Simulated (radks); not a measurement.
Problem. Isoelectronic series with 1 electrons, all held in the configuration 1s1, which need not be the ground one along the series. Calculated with a radial shooting solver on a logarithmic mesh with Libxc functionals: scalar-relativistic Kohn-Sham, PBE, spin-polarised, spherical densities, finite nucleus; open shells are filled with parallel spins first (spin-orbit coupling, left out, can overturn this in heavy ions); Fermi nuclear charge, rms radius of each element as measured or else 0.836 A^(1/3) + 0.57 fm. Total energies (hartree) and orbital eigenvalues (eV):

ion,E (hartree),1s up
H,-0.50000,-7.5945
S15+,-128.34271,-3392.608
Sc20+,-221.68238,-5900.769
Fe25+,-340.93994,-9113.784
Ga30+,-486.62194,-13045.33
Kr35+,-659.36520,-17712.61
Nb40+,-859.95108,-23136.76
Pd45+,-1089.32249,-29343.28
Sb50+,-1348.61191,-36362.84
Ba55+,-1639.1666,-44231.88
Pm60+,-1962.5938,-52993.94
Dy65+,-2320.7834,-62700.17
Lu70+,-2716.0413,-73413.00
Os75+,-3151.1329,-85207.31

Estimate the row of C5+.

Solution. E (hartree) -17.97634; 1s up -452.0544.
